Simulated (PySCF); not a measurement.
SMILES S[SiH2][SiH2][GeH3], GFN2-xTB optimised geometry.

```
12

S      2.67    -2.33    -0.08
Si     1.91    -0.31     0.00
Si    -0.42    -0.31     0.00
Ge    -1.20     1.88     0.00
H      2.07    -2.77     1.02
H      2.52     0.29     1.19
H      2.54     0.26    -1.18
H     -0.98    -1.03    -1.15
H     -0.94    -1.01     1.18
H     -0.99     2.63    -1.28
H     -0.56     2.77     1.02
H     -2.67     2.06     0.27
```

Density from PySCF 2.14.0 with PBE/def2-TZVP at that geometry.

Minimum of the electron density along straight lines between bonded atoms, close to the bond critical point (lines longer than 1.1 times the sum of covalent radii, or with two minima, are not listed):

| bond | length / Å | ρ at the minimum / e bohr⁻³ | ∇²ρ there / e bohr⁻⁵ | position (fraction from the first atom) |
|---|---|---|---|---|
| S1–Si2 | 2.159 | 0.094 | 0.08 | 0.64 |
| Si2–Si3 | 2.322 | 0.093 | -0.16 | 0.51 |
| Si3–Ge4 | 2.335 | 0.091 | ? | 0.43 |
| S1–H5 | 1.324 | ? | -0.63 | 0.63 |
| Si2–H6 | 1.466 | 0.124 | 0.16 | 0.50 |
| Si2–H7 | 1.459 | 0.125 | 0.18 | 0.50 |
| Si3–H8 | 1.468 | 0.122 | 0.17 | 0.50 |
| Si3–H9 | 1.471 | 0.120 | 0.17 | 0.50 |
| Ge4–H10 | 1.499 | 0.139 | 0.08 | 0.60 |
| Ge4–H11 | 1.501 | 0.139 | 0.08 | 0.60 |
| Ge4–H12 | 1.499 | 0.139 | 0.08 | 0.60 |

### Question
Some entries are withheld; supply them.

### Answer

- Si3–Ge4, ∇²ρ there / e bohr⁻⁵: -0.15
- S1–H5, ρ at the minimum / e bohr⁻³: 0.219
